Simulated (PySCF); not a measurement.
BiH₇Si₂, SMILES [SiH3][BiH][SiH3].

Geometry: PBE0-D3(BJ)/def2-SVP. The structure was generated by enumeration; whether it is a known compound was not checked. The def2 effective core potentials stand for the cores of Bi; spin–orbit coupling is left out.

These are PBE/def2-TZVP (PySCF) values and carry that method's errors.

Symmetry labels are those of the subgroup Cs that the program uses (full group Cs).

Computed valence orbital energies around the gap with their symmetry:
```csv
orbital,symmetry,energy (eV)
HOMO−7,A',-12.66
HOMO−6,A',-8.78
HOMO−5,A',-8.69
HOMO−4,A",-8.43
HOMO−3,A",-8.34
HOMO−2,A',-7.50
HOMO−1,A",-6.61
HOMO,A',-6.31
LUMO,A",-1.37
LUMO+1,A',-1.33
LUMO+2,A',-1.10
LUMO+3,A',-0.51
```
